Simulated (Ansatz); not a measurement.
One geometry of the cluster PtO₂⁻, several levels of theory.

```yaml
crystal:
  periodic: [false, false, false]
  atoms:
    - {symbol: Pt, position_ang: [0.000002, -0.000002, 0.000000]}
    - {symbol: O, position_ang: [-0.108410, -0.314810, 1.736738]}
    - {symbol: O, position_ang: [0.108409, 0.314812, -1.736738]}
basis:
  gaussian: {orbitals: def2-TZVPD, initial_orbitals: start.molden}
total_charge: -1
magnetization: {spin_polarized: true, initial_magnetization: 1}
hamiltonian: {xc: {name: B2PLYP}}
scf: {omitted_lower_state_checks: [starts]}
```

The file start.molden holds the orbitals of an earlier run on this structure, at another level or in another basis.

```sh
$ ansatz run in.yaml --threads 4 --pin off --events-out ev --progress --plain --max-ram 3916MiB
```

It prints (some lines left out):

```
Functional definition: B2PLYP
888 factors; integrals over basis functions are off by at most 9.8e-4 eV
mean field evaluation 1: about -7326.3535 eV, gradient 5.5e0 eV
mean field evaluation 2: about -7326.4868 eV, gradient 1.6e-1 eV
mean field evaluation 4: about -7326.7976 eV, gradient 6.2e-3 eV
mean field evaluation 8: about -7326.7977 eV, gradient 2.8e-6 eV
mean field evaluation 16: about -7326.9590 eV, gradient 5.2e-1 eV
mean field evaluation 32: about -7326.9844 eV, gradient 2.3e-3 eV
mean field -7326.98442657 eV, -269.2617112679 hartree, gradient 1.5e-8 eV, S^2 1.301535; 1 other end points of the search recorded, 0 dependent functions left out
2 core orbitals not correlated: weight in the atoms' cores, before any rotation towards them, 1.000 or more for the frozen orbitals, at most 0.000 for the correlated occupied ones
reference -7326.98455682 eV, -269.2617160544 hartree; 16, 15 occupied and 105, 106 virtual orbitals, 888 factors
second order -33.15116238 eV of doubles, -0.00000000 eV of singles
Total energy: -7335.93537066 eV, -269.5906523961 hartree
Checks for a lower state left out: starts
```

Hardware: 4 threads of Arm Neoverse V1 on a shared host. Wall time 44 s.

As the first input, with `hamiltonian: {xc: r2scan, dispersion: d4}`, `output: {orbitals: {seedname: orbitals}}` (abridged; 36 s):

```
Functional definition: r2SCAN
mean field evaluation 16: about -7343.5562 eV, gradient 2.4e-5 eV
mean field evaluation 32: about -7343.5560 eV, gradient 2.2e-1 eV
mean field -7343.55617729 eV, -269.8707118742 hartree, gradient 3.1e-6 eV, S^2 0.756579
Total energy: -7343.56887028 eV, -269.8711783331 hartree
Checks for a lower state left out: starts
```

As the first input, with `hamiltonian: {xc: {text: "exchange = 0.85*pbe_x + 0.15*exact_x\ncorrelation = pbe_c"}}`, `output: {orbitals: {seedname: orbitals}}` (abridged; 7.5 s):

```
Functional definition: unnamed
mean field -7339.91868003 eV, -269.7370363156 hartree, gradient 7.4e-6 eV, S^2 0.756408
Total energy: -7339.91871278 eV, -269.7370375189 hartree
Checks for a lower state left out: starts
```

As the first input, with `hamiltonian: {xc: {name: LC-wPBE}}`, `output: {forces: true, orbitals: {seedname: orbitals}}` (abridged; 44 s):

```
Functional definition: LC-wPBE
mean field evaluation 16: about -7341.0184 eV, gradient 1.7e-2 eV
mean field evaluation 32: about -7341.0184 eV, gradient 5.5e-5 eV
mean field -7341.01840061 eV, -269.7774503015 hartree, gradient 3.8e-10 eV, S^2 0.812326; 1 other end points of the search recorded, 0 dependent functions left out
WARN: the results are in doubt because the forces break the atoms' symmetry
Total energy: -7341.01840062 eV, -269.7774503017 hartree
Atom 0 force    -0.002304    -0.006617     0.036622 eV/Å
Atom 1 force     0.073620     0.213748    -1.179256 eV/Å
Atom 2 force    -0.071316    -0.207131     1.142634 eV/Å
Dipole moment:    -0.000407    -0.001187     0.006540 e Å
In doubt: the forces break the atoms' symmetry
Checks for a lower state left out: starts
```

Geometry: r2SCAN-D4/def2-TZVPD.

In the def2 sets Pt takes a core potential; there is no spin–orbit coupling. LC-ωPBE has ω = 0.4 bohr⁻¹. Correlated methods freeze 2 core orbitals; core or outer-core shells of Pt are correlated, in sets that lack core-valence functions. At B2PLYP/def2-TZVPD the charge -1 doublet is spin-contaminated (final ⟨S²⟩ up to 1.30, 0.75 for a pure state). At r2SCAN-D4/def2-TZVPD the highest occupied level of the charge -1 doublet lies above zero (up to 0.48 eV). By energy differences its removal costs 2.94 eV (vertical, to the charge 0 singlet, at r2SCAN-D4/def2-TZVPD); a positive level beside a positive removal energy at the same level points to self-interaction error. At LC-ωPBE/def2-TZVPD the program marks the result for the charge -1 doublet as doubtful (asymmetric forces). The structure comes from a short search, and lower isomers may exist.
